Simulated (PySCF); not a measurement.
## BBr₃: how level, basis and relativity move the structure

Each row is its own optimisation.

Each entry is the lowest minimum that a search over a few typed start shapes (and spin states, where more than one is plausible) found, or that minimum re-optimised at the stated level; isomers with ligand–ligand bonds, or fragments after loss of a ligand pair, can lie lower. Open shells are unrestricted; no spin–orbit coupling; PySCF with density fitting.

| level | 2S+1 | point group | mean bond to B (Å) | lowest ω (cm⁻¹) | polar-tensor charge of B | highest ω (cm⁻¹) |
| --- | --- | --- | --- | --- | --- | --- |
| B3LYP/def2-SVP (no relativity) | 1 | D3h | 1.912 | 152 | 1.20 | 818 |
| B3LYP/def2-TZVP (no relativity) | ? | ? | ? | ? | ? | ? |
| PBE/def2-TZVP (no relativity) | 1 | D3h | 1.910 | 147 | 1.12 | 797 |
| PBE0/def2-TZVP (no relativity) | 1 | D3h | 1.897 | 152 | 1.18 | 831 |

Fill in the row of B3LYP/def2-TZVP (no relativity).

2S+1: 1; point group: D3h; mean bond to B (Å): 1.909; lowest ω (cm⁻¹): 151; polar-tensor charge of B: 1.18; highest ω (cm⁻¹): 800.

Across these levels the mean bond spreads over 0.015 Å and the highest wavenumber over 34 cm⁻¹; all give the same point group.

Levels that gave another bonding pattern or an unsound solution are left out.
